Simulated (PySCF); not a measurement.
## Mg(9+) (magnesium, charge +9) across methods

[He] 2s1, 2S determinant. Calculation: PySCF 2.14, in an uncontracted even-tempered set (19 s from 0.9 bohr⁻², ratio 2.2; 9 p from 1.5 bohr⁻², ratio 2.4; 6 d from 4.5 bohr⁻², ratio 2.4; 5 f from 6.7 bohr⁻², ratio 2.4; 5 g from 10 bohr⁻², ratio 2.4); the spin-free X2C one-electron Hamiltonian (Gaussian nucleus).

| method | E (hartree) | mean ε 1s α (eV) | mean ε 1s β (eV) | mean ε 2s α (eV) | Σ⟨r²⟩ (bohr²) | ⟨S²⟩ |
| --- | --- | --- | --- | --- | --- | --- |
| r2SCAN | -150.3986 | -1639.0 | -1636.6 | -352.69 | 0.4071 | 0.750 |
| PBE0 | -150.3343 | -1650.2 | -1646.5 | -355.74 | 0.4069 | 0.750 |
| PBE | -150.3073 | -1630.9 | -1628.0 | -351.67 | 0.4068 | 0.750 |
| B3LYP | -150.3790 | -1646.8 | -1643.6 | -355.04 | 0.4063 | 0.750 |
| TPSSh | -150.4415 | -1643.7 | -1640.6 | -353.87 | 0.4063 | 0.750 |
| UHF | -150.35874 | -1707.3 | -1701.2 | -367.41 | 0.4075 | 0.750 |

(1) Estimate the same row for LDA.

## Answers

(1) E (hartree) = -149.5174; mean ε 1s α (eV) = -1623.6; mean ε 1s β (eV) = -1620.6; mean ε 2s α (eV) = -350.31; Σ⟨r²⟩ (bohr²) = 0.4083; ⟨S²⟩ = 0.750.
